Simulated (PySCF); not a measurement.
H6O3Si2.
Atom-mapped SMILES: `[OH:1][SiH:2]([OH:3])[O:4][SiH3:5]` (hydrogens: H6 on O1; H7 on Si2; H8 on O3; H9, H10, H11 on Si5)

Method used: PBE0-D3(BJ)/def2-SVP geometry optimisation, gas phase in PySCF.

(1) Give the optimised bond lengths and angles.

## Answers

(1) 
| bond | length (Å) | order |
| --- | --- | --- |
| O1–Si2, Si2–O3 | 1.651 | single |
| Si2–O4 | 1.654 | single |
| O4–Si5 | 1.661 | single |
| O1–H6, O3–H8 | 0.962 | single |
| Si2–H7 | 1.476 | single |
| Si5–H9, Si5–H10, Si5–H11 | 1.492 | single |

Bonds in one row agree within 0.01 Å and their mean is given. Orders are formal, as drawn. A selection of angles:
| angle | degrees |
| --- | --- |
| Si2–O1–H6 | 116.2 |
| O1–Si2–O3 | 107.9 |
| O1–Si2–O4 | 107.9 |
| O1–Si2–H7 | 113.6 |
| O3–Si2–O4 | 111.8 |
| O3–Si2–H7 | 107.2 |
| O4–Si2–H7 | 108.5 |
| Si2–O4–Si5 | 140.4 |
| O4–Si5–H9 | 110.5 |
| O4–Si5–H10 | 110.8 |
| O4–Si5–H11 | 108.0 |
| H9–Si5–H10 | 108.8 |

Dihedral angles: O1–Si2–O4–Si5 -125° (anticlinal); H6–O1–Si2–O3 -151° (antiperiplanar); H8–O3–Si2–O1 33° (synclinal). The mirror-image conformer, all signs reversed, is as good.

O1 (silanol oxygen) is bent (angle 116.2°). Si2 (oxygen-bound silicon) is distorted tetrahedral (angles from 107.2° to 113.6°). Si5 (oxygen-bound silicon) is tetrahedral (angles from 108.0° to 110.8°).

Point group: C1 (no symmetry element, even within 0.4 Å). No frequency check. The numbers are those of one conformer (H–O1–Si2–O3 -151°, O1–Si2–O3–H 33°, O1–Si2–O4–Si5 -125°).

The run took 80 s on an x86-64 server with one thread, no GPU (shared host). This is the geometry optimisation.
